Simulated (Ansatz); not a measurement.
Reactions of `[CH3][Ge]([NH2])([F])[F]`.

Calculated with Ansatz (gas phase, PBE0-D4/def2-TZVP geometries, no zero-point term in ΔE). CBS: MP2 limit from def2 TZ/QZ plus the TZ coupled-cluster correction, frozen cores. For Ge, Mg outer-core shells are correlated without core-valence functions, which leaves a few kJ/mol of doubt a bond. Scalar relativity is left out up to krypton. One conformer a species, not always the lowest.

| reaction | HF/CBS(def2) (kcal/mol) | CCSD(T)/CBS(def2) (kcal/mol) |
| --- | --- | --- |
| `[CH3][Ge]([NH2])([F])[F]` + `BNCC` → `[CH3][GeH]([F])[F]` + `BNCCN` | 23.6 | 23.5 |
| `[CH3][Ge]([NH2])([F])[F]` + `CC1=COC1` → `[CH3][Ge]([CH3])([F])[F]` + `NC1=COC1` | 14.6 | 13.1 |
| `[CH3][Ge]([NH2])([F])[F]` + `C#COC(C)O` → `[CH3][Ge]([NH2])([OH])[F]` + `C#COC(C)F` | 10.0 | 9.7 |
| `[CH3][Ge]([NH2])([F])[F]` + `C[S][Mg][NH2]` → `C[S][Ge]([CH3])([F])[F]` + `[NH2][Mg][NH2]` | 12.6 | 8.0 |

Largest T1 diagnostic: 0.013, for `NC1=COC1`.
